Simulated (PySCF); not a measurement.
**Do core-level shifts follow atomic charges?**

Species: C₃H₁₁FSi₂.
Z-matrix (Å and degrees, PBE0-D3(BJ)/def2-SVP geometry), rows numbered from 1:
```
C 
C   1  1.5360
Si  2  1.9055  1  109.59
Si  2  1.9052  1  109.40  3  -119.90
C   2  1.5232  1  108.78  3   119.92
F   5  1.3754  2  110.82  1  -178.76
H   1  1.1003  2  111.87  3    60.20
H   1  1.1042  2  111.48  3  -179.61
H   1  1.1042  2  111.49  3   -60.01
H   3  1.4912  2  112.81  1  -170.91
H   3  1.4958  2  108.76  1   -50.31
H   3  1.4981  2  108.41  1    67.91
H   4  1.4913  2  112.85  1   172.01
H   4  1.4958  2  108.79  1    51.33
H   4  1.4983  2  108.39  1   -66.88
H   5  1.1066  2  110.77  1   -58.72
H   5  1.1066  2  110.96  1    61.04
```

Binding energies: delta-SCF UKS SCAN, pcX-2 on the ionised atom, pcseg-1 elsewhere, spin-free X2C (PySCF). Charges: PBE0/pcSseg-1 ground-state density, for the ionised atom.

```json
{"atom": "C2", "environment": "sp3 carbon bound to silicon", "C 1s (eV)": "290.15", "Mulliken (e)": "-0.946", "IAO (e)": "-0.493", "Hirshfeld (e)": "-0.152", "ESP (e)": "+0.050"}
{"atom": "C1", "environment": "methyl carbon", "C 1s (eV)": "291.04", "Mulliken (e)": "-0.220", "IAO (e)": "-0.405", "Hirshfeld (e)": "-0.110", "ESP (e)": "-0.584"}
{"atom": "C5", "environment": "sp3 C–F carbon", "C 1s (eV)": "293.08", "Mulliken (e)": "+0.258", "IAO (e)": "+0.053", "Hirshfeld (e)": "+0.023", "ESP (e)": "+0.034"}
```

**Question.** Give the correlation coefficient and slope of binding energy on charge for each scheme.

**Answer.** Hirshfeld: r = 1.00, slope 16.4 eV per e; IAO: r = 0.99, slope 5.1 eV per e; Mulliken: r = 0.94, slope 2.3 eV per e; ESP: r = 0.20, slope 0.8 eV per e. On 3 points no scheme stands out.

**Question.** The point-charge model writes a binding energy as kq + V + constant, with V the potential of the other atoms' charges at the site. What does it give with the ESP charges?

**Answer.** V = Σ 14.40 eV Å × q/r over all other atoms: -0.53 eV at C2, +7.80 eV at C1, +0.07 eV at C5. Fitting binding energy − V to q gives k = 13.7 eV per e and leaves an rms residual of 1.04 eV, against 1.20 eV for the fit on q alone. The model has no term for differences in relaxation between sites.

The structure is a single PBE0-D3(BJ)/def2-SVP conformer in the gas phase; no vibrational or solvent corrections.
